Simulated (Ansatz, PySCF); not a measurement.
Torsion H3–Al1–S2–H5 in AlH3S (SMILES [AlH2][SH]); at each angle all else is relaxed with GFN2-xTB, and the levels are single points there.
Geometry at 0° (charge 0, multiplicity 1):
```
atom    x (Å)    y (Å)    z (Å)
----  -------  -------  -------
Al    -0.5996  -0.0418   0.0704
S      1.4966  -0.5348   0.4224
H     -1.5791  -1.2025  -0.1824
H     -1.1810   1.3801   0.0542
H      1.1834  -1.8251   0.2833
```

On the grid 0° to 330°, 270° is the highest and 0° the lowest point at wB97M-V/def2-TZVPP.

Rows in 3-21G, 6-31G* carry no dispersion term and start afresh at each structure (6-31G* with six Cartesian d functions). MP2/6-31G* freezes PySCF's default core.

Codes used: Ansatz (Gaussian basis) for Hartree–Fock, density functionals and correlated methods; PySCF for 3-21G rows, 6-31G* rows, the dispersion terms. Each number belongs to the level named beside it.

### Question
Estimate the energy at 270° less that at 0° that HF/3-21G returns for this input.

### Answer
24 kJ/mol

Ansatz is a quantum-chemistry and plane-wave program.
